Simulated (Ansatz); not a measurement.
Coupled-cluster diagnostics for Al8N8, a nanocrystal cut from wurtzite AlN (bare), Ansatz.

Geometry of the singlet (PBE-D4/def2-SVP):

```xyz
16

Al   -2.760   -1.603   -0.885
N    -1.110   -1.215   -1.459
Al    0.607   -0.730   -1.905
N     2.310   -0.289   -2.421
Al   -2.943    1.228    0.877
N    -2.815   -0.725    0.865
N    -1.303    1.730    0.368
Al   -0.901   -0.233    0.274
Al    0.425    2.073   -0.158
N     0.782    0.198   -0.245
N     2.133    2.504   -0.671
Al    2.622    0.673   -0.811
Al   -1.786   -1.555    2.309
N    -0.099   -1.162    1.861
Al    1.569   -0.674    1.261
N     3.268   -0.219    0.739
```

Correlated methods freeze 48 core orbitals. The geometry of the singlet was relaxed on an unsound state (an occupied level 0.12 eV above an empty one). At PBE0-D4/def2-TZVP a triplet of charge 0 lies 1.83 eV below the restricted singlet at the same geometry. That triplet is doubtful there (⟨S²⟩ 3.86, where a pure state has 2.00).

(1) Estimate the CCSD(T) correlation energy, the shares of MP2 and (T), T1 and the reference's ⟨S²⟩ for: charge 0, singlet, own geometry in def2-SVP; and the rough time on 2 threads of AMD EPYC 7R13 on a shared host and a share (18 GiB) of an NVIDIA H100 80GB HBM3.

Results:

(1) 
| state | basis | correlation (eV) | MP2 share (%) | (T) share (%) | T1 | ⟨S²⟩ (pure) | wall time | remarks |
| --- | --- | --- | --- | --- | --- | --- | --- | --- |
| charge 0, singlet, own geometry | def2-SVP | -55.284 | 95.2 | 7.4 | 0.040 | 0.00 (0.00) | 48 s | flagged by the program, large T1 (0.040), restricted SCF unstable |
Customary marks for T1 are 0.02 (closed shells), 0.045 (open shells) and about 0.05 (3d metals). T1 exceeds 0.02 in 1 of 1 rows and 0.045 in 0; the higher it lies, the less the single-reference result can be trusted.
